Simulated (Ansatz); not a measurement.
`[SiH3]C1(Cl)C=C1` + `OB(O)Br` → `OB(Br)O[SiH3]` + `ClC1C=C1`  (ligand exchange at the Si–C bond)

Program: Ansatz. Geometries: PBE0-D4/def2-TZVP. ΔE: electronic, gas phase. CCSD(T)/CBS is the MP2 limit (def2-TZVPP, def2-QZVPP) plus CCSD(T) − MP2 in def2-TZVPP, frozen cores. DFT in def2-TZVPP. B3LYP here is the variant with VWN-RPA as its local correlation; programs differ in this. For Br outer-core shells are correlated without core-valence functions, which leaves a few kJ/mol of doubt a bond. Scalar relativity is left out up to krypton. One conformer a species, not always the lowest.

```tsv
level	ΔE (kcal/mol)	difference from CCSD(T)/CBS
r2SCAN-D4	-22.1	0.4
ωB97M-V	-22.4	0.1
B2PLYP	-23.3	-0.8
PBE	-19.7	2.8
PBE0	-21.2	1.3
B3LYP	-23.4	-0.9
SCS-MP2/def2-TZVPP	-23.5	-1.0
CCSD/def2-TZVPP	-23.5	-1.0
MP2/def2-QZVPP	-22.5	0.0
HF/CBS(def2)	-28.2	-5.7
CCSD(T)/CBS	-22.5	0
```

Largest T1 diagnostic among the species: 0.011.

From PBE to PBE0 (25 % exact exchange), in def2-TZVPP and without D4, ΔE moves by −1.5 kcal/mol. In def2-TZVPP, CCSD(T) changes the Hartree–Fock value by +5.3 kcal/mol (the triples alone add +1.0 kcal/mol) and MP2 by +5.4 kcal/mol.
